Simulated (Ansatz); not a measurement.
Reaction: AuCl (SMILES [Au][Cl]) → AuCl+ (parent SMILES [Cl][Au], doublet) + e-
Each species at its own B3LYP-D3(BJ)/def2-TZVP minimum (Ansatz, an electronic-structure program).

Wanted: adiabatic ionisation energy (electronic), in eV. UHF or UKS for unpaired electrons; spin-orbit terms are left out. Correlated methods leave the cores frozen (noble-gas shells, and filled d and f shells in the p block). Past Kr the def2 sets carry scalar-relativistic core potentials. CBS(X,Y): correlation extrapolated as X^-3, Hartree-Fock from the larger set. A bracket is a step between two methods taken in the basis named. The T1 diagnostic of AuCl ([Cl][Au], singlet) reaches 0.030 in the sets run. The spin of AuCl+ (parent SMILES [Cl][Au], doublet) was assumed, and the state is the lowest solution found for it.

CCSD(T)/CBS(def2-TZVPP,def2-QZVPP) + [CCSDT(Q) - CCSD(T)]/def2-TZVPP (Ansatz) gives 10.61 eV.

### Question
How far off this value is PBE/def2-TZVPD (Ansatz), in which direction, and how far these levels: r2SCAN/def2-TZVPD, B3LYP/def2-TZVPD, wB97M-V/def2-TZVPD, B2PLYP/def2-TZVPD, CCSD(T)/CBS(def2-TZVPP,def2-QZVPP)?

### Answer
PBE gives 10.37 eV, 0.24 eV below it. Differences of the others: r2SCAN/def2-TZVPD (Ansatz) -0.21; B3LYP/def2-TZVPD (Ansatz) -0.13; wB97M-V/def2-TZVPD (Ansatz) -0.21; B2PLYP/def2-TZVPD (Ansatz) -0.15; CCSD(T)/CBS(def2-TZVPP,def2-QZVPP) (Ansatz) 0.03 eV.
